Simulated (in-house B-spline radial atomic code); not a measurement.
Computed with a B-spline radial atomic code. Model: two electrons, singlet ground state, non-relativistic, full CI in B-splines with partial waves to l = 8 (at full coupling up to 3e-4 hartree above the limit, correlation up to 0.6 % small), density held at that of full coupling by Lieb maximisation.

W(λ) is the mean repulsion in the state of coupling λ less the Hartree energy of the fixed density. Its start is exact exchange, its initial slope is twice the second-order Görling-Levy correlation energy, and its area from 0 to 1 is E_xc. A straight curve means weak, dynamic correlation, and a curve that drops fast and flattens means strong correlation.

Command:
```bash
python run_ac.py task.json out
```
Settings (lengths in bohr, energies in hartree):
```
potential              coulomb
strength               1
lmax                   8
wall_radius            4
```

Run time, properties included: 5.7 s on 1 thread of Intel(R) Xeon(R) Processor @ 2.30GHz (shared host).

**W = mean repulsion less Hartree energy, and W of three functionals.**

Given: confinement point charge; nuclear charge 1; hard wall radius 4 bohr; external potential -Z/r.

Computed: LDA exchange minus exact 82.95 millihartree; SCAN exchange minus exact 1.132 millihartree.

```csv
coupling,W xc (hartree),W xc minus exchange (millihartree),kinetic minus Kohn-Sham (millihartree),LDA (PW92) W minus its exchange (millihartree),PBE W minus its exchange (millihartree),SCAN W minus its exchange (millihartree)
0,-0.57484,0,0,0,0,0
0.02,-0.57671,-1.868,0.02,-10.6,-2.2,-1.87
0.05,-0.57946,-4.611,0.11,-21.2,-5.51,-4.57
0.12,-0.5856,-10.756,0.63,-39.44,-13.04,-10.54
0.25,?,?,?,?,?,?
0.4,-0.60704,-32.197,6.1,-84.93,-39.4,-31.12
0.6,-0.61984,-44.996,12.47,-106.89,-54.99,-43.42
0.8,-0.63099,-56.145,20.25,-124.53,-68.5,-54.23
1,-0.64079,-65.941,29.05,-139.28,-80.34,-63.82
1.4,-0.6572,-82.351,48.61,-162.99,-100.24,-80.15
2,?,?,?,?,?,?
3,-0.69812,-123.28,134.77,-220.18,-151.23,-122.43
4.5,-0.71922,-144.37,212.62,-250.39,-179.26,-144.95
7,-0.7398,-164.96,328.49,-281.55,-208.66,-166.79
10,-0.75417,-179.33,448.84,-304.81,-230.84,-181.33
```

(1) What belongs in the row 0.25?

(2) What belongs in the row 2?

(3) What is the PBE exchange minus exact?

**Energy parts, natural occupations and partial-wave weights.**

Computed: exchange energy -0.57484 hartree; correlation energy -0.036895 hartree; initial slope twice GL2 -0.094151 hartree; kinetic part over minus potential part 0.44048; Hartree energy 1.1497 hartree; Kohn-Sham kinetic 0.86978 hartree; Lieb Oxford ratio E_xc over LDA exchange 1.2436.

```
natural  occupation of the shell (electrons)
      s                               1.9623
      p                                    ?
      s                            0.0078374
      d                           0.00085231
      p                           0.00037864
      f                           9.9184e-05
```

(4) What belongs in the row p?

| wave | weight |
| --- | --- |
| s | 0.98508 |
| p | ? |
| d | 0.00045571 |
| f | 5.6471e-05 |
| g | 1.2459e-05 |

(5) What belongs in the row p?

(6) What is the kinetic part of the DFT correlation energy?

(7) What is the total energy?

Answers

(1) W xc (hartree): -0.59613; W xc minus exchange (millihartree): -21.289; kinetic minus Kohn-Sham (millihartree): 2.57; LDA (PW92) W minus its exchange (millihartree): -63.82; PBE W minus its exchange (millihartree): -26.01; SCAN W minus its exchange (millihartree): -20.67.

(2) W xc (hartree): -0.67609; W xc minus exchange (millihartree): -101.24; kinetic minus Kohn-Sham (millihartree): 80.45; LDA (PW92) W minus its exchange (millihartree): -189.46; PBE W minus its exchange (millihartree): -123.41; SCAN W minus its exchange (millihartree): -99.38.

(3) 18.81 millihartree.

(4) occupation of the shell (electrons): 0.028369.

(5) weight: 0.014385.

(6) 0.029046 hartree.

(7) -0.3790 hartree.

Half-way to full coupling W has made 59 % of its drop, against 50 % for a straight line, and second-order (GL2) theory, half the initial slope, overshoots the correlation energy by about 28 %: a moderate bend, as in light atoms. Over couplings 0 to 1 the errors in E_xc come to about +30 millihartree for LDA, +11 millihartree for PBE, +2.3 millihartree for SCAN, so SCAN is nearest. In LDA and PBE the errors of exchange and correlation have opposite signs, so the sum is smaller than the larger of the two.
